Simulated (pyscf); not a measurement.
**H₃C–C•(CH₃)–F (SMILES C[C](C)F), doublet**

Gas-phase minimum from PySCF at ωB97X-D3(BJ)/def2-SVP, one conformer. Other isomers of H₃C–C•(CH₃)–F were not searched in full and may lie lower. 

SMILES: C[C](C)F
```xyz
10

C     -1.0382    -0.3082    -1.8124
C     -0.8263     1.1599    -1.6831
C      0.2324     1.7714    -0.8331
F     -1.0505     1.8381    -2.8343
H     -2.0080    -0.5211    -2.2891
H     -0.2516    -0.7793    -2.4370
H     -1.0172    -0.7907    -0.8239
H      0.0524     2.8500    -0.7019
H      0.2556     1.2945     0.1581
H      1.2373     1.6562    -1.2887
```
Charge 0, spin multiplicity 2.

Bond lengths (Å): C1–C2 1.489, C1–H5 1.101, C1–H6 1.109, C1–H7 1.100, C2–C3 1.489, C2–F4 1.355, C3–H8 1.101, C3–H9 1.100, C3–H10 1.109. Bond angles (°): C2–C1–H5 110.7, C2–C1–H6 111.5, C2–C1–H7 110.6, H5–C1–H6 107.4, H5–C1–H7 108.7, H6–C1–H7 107.8, C1–C2–C3 123.8, C1–C2–F4 113.3, C3–C2–F4 113.4, C2–C3–H8 110.7, C2–C3–H9 110.6, C2–C3–H10 111.5, H8–C3–H9 108.7, H8–C3–H10 107.4 (the first ones only).

Properties at ωB97X-D3(BJ)/def2-SVP:

| Quantity | Value |
|---|---|
| Harmonic wavenumbers, unscaled | 161, 167, 314, 363, 431, 819, 940, 966, 1003, 1086, 1301, 1306, 1412, 1420, 1441, 1455, 1465, 1475, 3010, 3014, 3121, 3122, 3176, 3179 cm⁻¹ |
| Zero-point energy | 51.7 kcal/mol |
| Rotational symmetry number | 1 |
| Entropy of this conformer at 298 K and 1 atm, rigid rotor and harmonic oscillator, modes under 100 cm⁻¹ raised to 100 | 305.4 J/(mol K) |
| Dipole moment | 1.59 D |
| Spin expectation value S2 | 0.753 |

Single-point totals, which compare only within one level:

```
level                   total energy (hartree)
----------------------  ----------------------
ωB97X-D3(BJ)/def2-TZVP              -217.87806
PBE/def2-TZVP                       -217.54517
r²SCAN/def2-TZVP                    -217.69341
B3LYP-D3(BJ)/def2-TZVP              -217.82359
PBE0-D3(BJ)/def2-TZVP               -217.56960
M06-2X/def2-TZVP                    -217.70618
ωB97M-D3(BJ)/def2-TZVP              -217.84841
```

Soft torsions are taken as harmonic, which can shift the entropy by several J/(mol K).
